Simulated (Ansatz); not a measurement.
One change: `COB(F)[SiH2]F` becomes `COB(O)F`.

Ansatz, PBE0-D4/def2-TZVP geometries, multiplicity 1. Each molecule was computed in one conformer, which needn't be the lowest.

```csv
property,`COB(F)[SiH2]F`
HOMO energy (PBE/def2-TZVPP) / eV,-6.99
HOMO–LUMO gap (B3LYP/def2-TZVPP) / eV,7.29
LUMO energy (ωB97M-V/def2-TZVPP) / eV,1.23
size of the dipole moment (ωB97M-V/def2-TZVPP) / D,1.44
HOMO energy (ωB97M-V/def2-TZVPP) / eV,-10.63
HOMO–LUMO gap (PBE/def2-TZVPP) / eV,5.36
```

Question: Give the same properties after the change, and the shifts. (An estimate is asked.)

Answer: Ansatz gave: 
```
                                          property  `COB(O)F`  shift
                 HOMO energy (PBE/def2-TZVPP) / eV      -7.20  -0.21
             HOMO–LUMO gap (B3LYP/def2-TZVPP) / eV       8.85   1.56
             LUMO energy (ωB97M-V/def2-TZVPP) / eV       1.99   0.76
size of the dipole moment (ωB97M-V/def2-TZVPP) / D       1.74   0.30
             HOMO energy (ωB97M-V/def2-TZVPP) / eV     -11.22  -0.59
               HOMO–LUMO gap (PBE/def2-TZVPP) / eV       7.04   1.68
```

With PBE0 the HOMO falls by 0.39 eV and the LUMO rises by 1.40 eV, so the gap widens by about 1.79 eV. PBE moves the HOMO by -0.21 eV and ωB97M-V by -0.59 eV. Dipoles are sizes alone; their direction can turn.

B3LYP here is the variant with VWN-RPA as its local correlation; programs differ in this.
